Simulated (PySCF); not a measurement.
Si(All)(Cl)2(F) (C3H5Cl2FSi), SMILES C=CC[Si](Cl)(F)Cl.

Coordinates come from a r2SCAN-D4/def2-SVP optimisation. Other conformers were not sampled.

All values below come from TDA-LC-ωPBE/def2-SVPD in PySCF.

Vertical excitations. 

| state | energy (eV) | λ (nm) | f | main pairs |
|---|---|---|---|---|
| S1 | 7.53 | 165 | 0.435 | HOMO→LUMO+1 68 %, HOMO→LUMO 23 % |
| S2 | 7.88 | 157 | 0.025 | HOMO→LUMO 43 %, HOMO→LUMO+4 18 %, HOMO→LUMO+1 11 %, HOMO→LUMO+5 8 % |
| S3 | 8.31 | 149 | 0.010 | HOMO−5→LUMO+1 21 %, HOMO−4→LUMO+1 21 %, HOMO−4→LUMO 11 %, HOMO−5→LUMO 11 % |
| S4 | 8.48 | 146 | 0.053 | HOMO→LUMO+4 37 %, HOMO→LUMO+3 26 %, HOMO→LUMO+5 6 % |
| S5 | 8.67 | 143 | 0.007 | HOMO→LUMO+6 48 %, HOMO→LUMO+2 16 %, HOMO→LUMO+3 11 % |
| S6 | 8.70 | 143 | 0.027 | HOMO−1→LUMO 38 %, HOMO−1→LUMO+3 10 %, HOMO−1→LUMO+1 9 %, HOMO→LUMO+2 8 % |
| T1 | 4.06 | 306 | 0 | HOMO→LUMO+1 53 %, HOMO→LUMO 27 % |
| T2 | 7.58 | 163 | 0 | HOMO→LUMO+1 26 %, HOMO→LUMO 18 %, HOMO→LUMO+3 12 %, HOMO→LUMO+5 10 % |
Triplets are in the Tamm–Dancoff approximation.
